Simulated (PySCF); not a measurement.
Species: C₃H₉NOSi₂ (charge -1 and doublet state).
Structure used (GFN2-xTB), in Å, numbered top down from 1:
```
atom  x, y, z in Å
O1     3.606    0.148    1.106
C2     2.400    0.146    0.778
N3     1.889   -0.532   -0.284
Si4    0.242   -0.621   -0.811
C5    -0.683    1.079   -0.952
Si6   -1.984    0.633    0.403
C7    -1.087   -1.072    0.530
H8     1.634    0.706    1.335
H9     2.595   -1.049   -0.785
H10    0.305   -1.474   -2.010
H11   -1.115    1.281   -1.936
H12   -0.069    1.950   -0.714
H13   -3.376    0.568   -0.078
H14   -1.970    1.465    1.614
H15   -0.679   -1.290    1.520
H16   -1.715   -1.929    0.272
```

The hyperfine couplings belong to this conformer and change with its torsions.

The species is `C1[SiH](N[CH][O-])C[SiH2]1` [radical] (charge -1).

Theory: PySCF 2.14.0, UKS B3LYP, pcH-1 on C H N O Si, non-relativistic, mean-field spin-orbit, GIAO. Whether the extra electron is bound in the gas phase wasn't checked; a finite basis holds it in any case. The geometry wasn't refined by DFT: couplings that depend on bond lengths, twists or pyramidal angles can differ widely from those at the functional's own minimum, by a factor of two or more for some ions and for spin on atoms past the first row. No stability test was run, so a lower SCF solution isn't excluded.

(1) The isotropic 13C couplings, averaged over equivalent nuclei, are +163.1, +21.5 MHz. Assign them to C2; C5/C7.

(2) The isotropic 29Si couplings are -23.7, -13.0 MHz. Assign them to Si4; Si6.

Answers

(1) 
```json
{"site": "C2", "a_iso (MHz)": "+21.5", "ρ(0) (bohr⁻³)": "+0.0192", "position": "2 bonds from Si4", "distance from Si6 (Å)": "4.43", "spin population": "+0.25", "largest |T| (MHz)": "45.8"}
{"site": "C5/C7", "a_iso (MHz)": "+163.1", "ρ(0) (bohr⁻³)": "+0.1451", "position": "1 bond from Si6", "distance from Si6 (Å)": "1.93", "spin population": "-0.01", "largest |T| (MHz)": "5.2"}
```

(2) 
| site | a_iso (MHz) | ρ(0) (bohr⁻³) | position | distance from Si6 (Å) | spin population | largest \|T\| (MHz) |
| --- | --- | --- | --- | --- | --- | --- |
| Si4 | -23.7 | +0.0274 | a main spin site | 2.83 | +0.39 | 40.6 |
| Si6 | -13.0 | +0.0152 | largest spin population | 0.00 | +0.43 | 32.9 |

ρ(0) is the spin density at the nucleus and T the dipolar tensor; a_iso includes a spin–orbit part; entries for several nuclei are means. Largest spin populations (Mulliken): Si6 (+0.43), Si4 (+0.39), C2 (+0.25) and O1 (+0.13). Three atoms exceed +0.15. Main spin sites, with 60 % or more of the largest population: Si4, Si6; positions count bonds from the nearest.

Class means assume fast exchange of nuclei equivalent by connectivity; if that motion is slow, each nucleus keeps its own coupling.

C2, the radical centre as drawn in `[O-][CH]N[SiH]1C[SiH2]C1`, holds a spin population of +0.25 out of 1.
